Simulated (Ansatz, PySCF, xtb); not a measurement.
Two conformers of CH4GeO2 (SMILES C[O][Ge][OH]), B3LYP-D3(BJ)/def2-TZVP minima.
Conformer 1 (charge 0, multiplicity 1, Z-matrix in Å and degrees):
```
O
C 1 1.4170
H 2 1.0928 1 109.60
H 2 1.0928 3 108.48 1 -119.63
H 2 1.0969 3 108.23 4 -117.21
Ge 1 1.8079 2 123.26 3 120.57
O 6 1.7899 1 95.11 2 -180.00
H 7 0.9671 6 112.16 1 0.00
```
Conformer 2 (charge 0, multiplicity 1):
```xyz
8

C     -1.1737    -0.1617     0.2344
O     -0.4354     1.0303     0.4767
Ge     1.3093     1.3126     0.2577
O      1.7530    -0.3443    -0.3367
H     -0.5414    -0.9650    -0.1451
H     -1.6427    -0.4834     1.1673
H     -1.9603     0.0521    -0.4930
H      2.6912    -0.4405    -0.5328
```

No zero-point or thermal terms.

Run with Ansatz (Gaussian basis) for Hartree–Fock, density functionals and correlated methods; PySCF for the dispersion terms; xtb for the GFN methods. Values without a source in brackets are computed.

Question: One of these levels gives 6.9 meV for the electronic energy of conformer 2 less that of conformer 1. Which one is it?
A. HF/cc-pVDZ
B. B3LYP-D4/def2-TZVPP
C. GFN2-xTB

Answer: B, B3LYP-D4/def2-TZVPP. The others give -15.1 (GFN2-xTB), 35.1 (HF/cc-pVDZ)

Ansatz is a quantum-chemistry and plane-wave program.
